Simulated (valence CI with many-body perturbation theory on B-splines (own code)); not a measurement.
## P IX: electric-dipole lines

Level of theory: valence CI with perturbative core correlation (CI+MBPT): five valence electrons over a frozen Dirac-Fock core [He], a basis of 11 s, 11 p, 10 d, 8 f, 5 g, 2 h functions for each j, with the one-electron correlation potential Σ1 (screened to all orders), the two-electron term Σ2, the three-electron term Σ3, Breit, model QED; selected single and double excitations, second order for the rest, scaled by the run's own slope (own B-spline code, finite nucleus).

No measured spectrum was set against this ion. As an estimate, levels of excited configurations hold to 0.05 to 0.15 % of their energy, terms of the ground configuration to about 0.5 %. Among the levels kept, up to 6100 cm⁻¹ of a level comes from second order outside the variational space, and about a tenth of that is noise between levels of different J, which matters for small intervals.

Lines 251 to 300 of 600 in falling wavelength, among levels below 2384900 cm⁻¹, chosen from the strongest by gf and those to the six lowest levels. Wavelengths and rates use the calculated energies, so an error of 300 cm⁻¹ moves a line at 31.23 nm by 0.094 % and its rate by three times that or more. Electric multipoles are in the length gauge, E1 and E2 with the static RPA response of the core. Weak lines are less certain than strong ones. Lines between different terms over intervals too small for the method are left out, as are lines whose strength nearly cancels. The highest levels of a list are the least certain.

Names give the largest LS component (configuration and term), which can be under half, so a name can repeat, a term be missing and a line seem to break the LS rules; names also repeat where a configuration has a term twice. Letters in brackets count levels of one name in rising energy.

| λ vac (nm) | Upper | Lower | A (s⁻¹) | S (a.u.) with core polarisation | S without |
| --- | --- | --- | --- | --- | --- |
| 31.23 | 2s 2p3 3p 4D_7/2 [a] | 2s2 2p2 3p 4D°_7/2 | 1.26e+09 | 1.51e-01 | 1.52e-01 |
| 31.22 | 2s 2p3 3d 4F°_3/2 [a] | 2s2 2p2 3d 4F_3/2 | 2.10e+09 | 1.26e-01 | 1.27e-01 |
| 31.12 | 2s 2p3 3d 4D°_7/2 [b] | 2s2 2p2 3d 4D_7/2 | 1.77e+09 | 2.10e-01 | 2.11e-01 |
| 31.08 | 2p5 2P°_3/2 | 2s 2p4 2P_3/2 | 1.01e+10 | 5.98e-01 | 6.01e-01 |
| 31.01 | 2s 2p3 3d 4P°_5/2 [a] | 2s2 2p2 3d 4P_5/2 | 2.18e+09 | 1.93e-01 | 1.94e-01 |
| 30.97 | 2s 2p3 3s 4D°_7/2 | 2s2 2p2 3s 4P_5/2 | 3.95e+09 | 4.63e-01 | 4.65e-01 |
| 30.94 | 2s 2p3 3d 4D°_5/2 [b] | 2s2 2p2 3d 4D_5/2 | 1.60e+09 | 1.40e-01 | 1.41e-01 |
| 30.94 | 2s 2p3 3p 2F_5/2 [a] | 2s2 2p2 3p 2D°_3/2 [a] | 2.28e+09 | 2.00e-01 | 2.01e-01 |
| 30.90 | 2p5 2P°_1/2 | 2s 2p4 2P_1/2 | 8.90e+09 | 2.59e-01 | 2.61e-01 |
| 30.90 | 2s 2p3 3p 4D_5/2 [a] | 2s2 2p2 3p 4D°_5/2 | 1.11e+09 | 9.72e-02 | 9.76e-02 |
| 30.73 | 2s 2p3 3p 4F_9/2 | 2s2 2p2 3p 4D°_7/2 | 2.20e+09 | 3.15e-01 | 3.17e-01 |
| 30.54 | 2s 2p3 3s 4D°_5/2 | 2s2 2p2 3s 4P_3/2 | 3.23e+09 | 2.73e-01 | 2.74e-01 |
| 30.52 | 2s 2p3 3s 4D°_3/2 | 2s2 2p2 3s 4P_3/2 | 2.00e+09 | 1.12e-01 | 1.13e-01 |
| 30.38 | 2s 2p3 3p 4F_7/2 | 2s2 2p2 3p 4D°_5/2 | 1.73e+09 | 1.92e-01 | 1.93e-01 |
| 30.31 | 2p5 2P°_1/2 | 2s 2p4 2P_3/2 | 4.82e+09 | 1.33e-01 | 1.33e-01 |
| 30.22 | 2s 2p3 3s 4D°_3/2 | 2s2 2p2 3s 4P_1/2 | 2.07e+09 | 1.13e-01 | 1.13e-01 |
| 30.21 | 2s 2p3 3s 4D°_1/2 | 2s2 2p2 3s 4P_1/2 | 3.69e+09 | 1.01e-01 | 1.01e-01 |
| 30.14 | 2s 2p3 3p 4F_5/2 | 2s2 2p2 3p 4D°_3/2 | 1.48e+09 | 1.20e-01 | 1.21e-01 |
| 30.08 | 2s 2p3 3d 4S°_3/2 | 2s2 2p2 3d 4P_5/2 | 1.86e+09 | 9.98e-02 | 1.00e-01 |
| 29.91 | 2s 2p3 3s 2D°_5/2 [a] | 2s2 2p2 3s 2P_3/2 | 1.77e+09 | 1.40e-01 | 1.41e-01 |
| 29.60 | 2s 2p3 3p 2D_5/2 [a] | 2s2 2p2 3p 2P°_3/2 [a] | 3.19e+09 | 2.45e-01 | 2.46e-01 |
| 29.55 | 2s 2p3 3p 2D_3/2 [a] | 2s2 2p2 3p 2P°_1/2 [a] | 2.70e+09 | 1.38e-01 | 1.38e-01 |
| 29.33 | 2s 2p3 3p 2P_3/2 [a] | 2s2 2p2 3p 2S°_1/2 | 3.18e+09 | 1.59e-01 | 1.59e-01 |
| 29.10 | 2s 2p3 3d 2F°_7/2 [a] | 2s2 2p2 3d 2F_7/2 [a] | 1.26e+09 | 1.22e-01 | 1.23e-01 |
| 28.97 | 2s 2p3 3d 2P°_3/2 | 2s2 2p2 3d 2P_3/2 [a] | 2.18e+09 | 1.05e-01 | 1.05e-01 |
| 28.94 | 2s 2p4 4P_5/2 | 2s2 2p3 4S°_3/2 | 4.39e+09 | 3.15e-01 | 3.17e-01 |
| 28.54 | 2s 2p3 3d 2F°_5/2 [a] | 2s2 2p2 3d 2F_5/2 [a] | 1.69e+09 | 1.16e-01 | 1.17e-01 |
| 28.53 | 2s 2p4 4P_3/2 | 2s2 2p3 4S°_3/2 | 4.60e+09 | 2.11e-01 | 2.12e-01 |
| 28.49 | 2s 2p3 3p 4P_5/2 [b] | 2s2 2p2 3p 4P°_5/2 | 1.94e+09 | 1.33e-01 | 1.33e-01 |
| 28.32 | 2s 2p4 4P_1/2 | 2s2 2p3 4S°_3/2 | 4.72e+09 | 1.06e-01 | 1.06e-01 |
| 27.92 | 2s 2p4 2D_5/2 | 2s2 2p3 2P°_3/2 | 1.79e+09 | 1.15e-01 | 1.16e-01 |
| 27.84 | 2s 2p4 2D_3/2 | 2s2 2p3 2P°_1/2 | 1.24e+09 | 5.28e-02 | 5.31e-02 |
| 26.87 | 2s 2p3 3p 4S_3/2 | 2s2 2p2 3p 4P°_5/2 | 4.84e+09 | 1.86e-01 | 1.86e-01 |
| 26.67 | 2s 2p3 3p 4S_3/2 | 2s2 2p2 3p 4P°_3/2 | 2.32e+09 | 8.70e-02 | 8.74e-02 |
| 26.66 | 2s 2p3 3d 4P°_5/2 [b] | 2s2 2p2 3d 4D_7/2 | 5.75e+09 | 3.23e-01 | 3.24e-01 |
| 26.64 | 2s 2p3 3d 4F°_9/2 [b] | 2s2 2p2 3d 4F_9/2 | 2.04e+09 | 1.91e-01 | 1.92e-01 |
| 26.62 | 2s 2p3 3d 4P°_3/2 [b] | 2s2 2p2 3d 4D_5/2 | 3.29e+09 | 1.22e-01 | 1.23e-01 |
| 26.52 | 2s 2p3 3p 4D_7/2 [b] | 2s2 2p2 3p 4P°_5/2 | 1.17e+09 | 8.59e-02 | 8.65e-02 |
| 26.50 | 2s 2p3 3p 2P_3/2 [b] | 2s2 2p2 3p 2D°_5/2 [a] | 2.30e+09 | 8.46e-02 | 8.50e-02 |
| 26.38 | 2s 2p3 3d 4F°_7/2 [b] | 2s2 2p2 3d 4F_7/2 | 1.41e+09 | 1.02e-01 | 1.03e-01 |
| 26.33 | 2s 2p3 3s 4P°_3/2 | 2s2 2p2 3s 4P_5/2 | 3.99e+09 | 1.44e-01 | 1.45e-01 |
| 26.31 | 2s 2p3 3s 4P°_5/2 | 2s2 2p2 3s 4P_5/2 | 6.97e+09 | 3.76e-01 | 3.77e-01 |
| 26.17 | 2s 2p3 3p 4D_7/2 [b] | 2s2 2p2 3p 4D°_7/2 | 4.40e+09 | 3.11e-01 | 3.13e-01 |
| 26.16 | 2s 2p3 3d 2D°_5/2 [b] | 2s2 2p2 3d 2F_7/2 [a] | 4.61e+09 | 2.44e-01 | 2.45e-01 |
| 26.02 | 2s 2p3 3s 4P°_1/2 | 2s2 2p2 3s 4P_3/2 | 8.21e+09 | 1.43e-01 | 1.43e-01 |
| 26.00 | 2s 2p3 3d 2D°_3/2 [b] | 2s2 2p2 3d 2F_5/2 [a] | 5.57e+09 | 1.93e-01 | 1.94e-01 |
| 25.99 | 2s 2p3 3s 4P°_5/2 | 2s2 2p2 3s 4P_3/2 | 2.25e+09 | 1.17e-01 | 1.18e-01 |
| 25.93 | 2s 2p3 3p 2D_5/2 [b] | 2s2 2p2 3p 2D°_5/2 [a] | 6.46e+09 | 3.33e-01 | 3.35e-01 |
| 25.91 | 2s 2p3 3p 4D_5/2 [b] | 2s2 2p2 3p 4D°_5/2 | 2.56e+09 | 1.32e-01 | 1.33e-01 |
| 25.89 | 2s 2p3 3d 2F°_7/2 [b] | 2s2 2p2 3d 2F_7/2 [a] | 3.33e+09 | 2.28e-01 | 2.30e-01 |
